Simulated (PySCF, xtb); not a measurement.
B(H)(Me)(OH) (CH5BO), SMILES B(O)C. Other conformers were not sampled.

Harmonic wavenumbers (cm⁻¹) from xtb 6.7.1 with GFN2-xTB at its own minimum, in rising order: 90, 380, 558, 803, 810, 893, 907, 1027, 1118, 1331, 1390, 1494, 1504, 2616, 3012, 3019, 3032, 3575.

Question: What does B3LYP-D3(BJ)/def2-TZVP run with PySCF give at its own minimum? (Estimate from the structure and the level; the computed values follow.)

Answer: 116, 394, 567, 781, 790, 930, 991, 1080, 1190, 1326, 1380, 1458, 1475, 2600, 3010, 3064, 3075, 3792. Paired by order, the mean absolute difference is 41 cm⁻¹ and the zero-point energies are 39.4 and 40.1 kcal/mol.
